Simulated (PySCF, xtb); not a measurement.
SnF, SMILES [F][Sn+] (connectivity only; charge and spin as stated), charge +1, multiplicity 1.

xtb with GFN2-xTB at its own geometry gives an orbital gap of 4.90 eV.

Coordinates come from a PBE0-D3(BJ)/def2-TZVP optimisation. The spin state was assumed, not searched. The def2 effective core potentials stand for the cores of Sn; spin–orbit coupling is left out.

Task: What does PySCF with HF/def2-TZVPD give? (The exact figures need the calculation; the answer reports its results.)

Result: gap 12.70 eV (levels -19.06 and -6.36 eV).
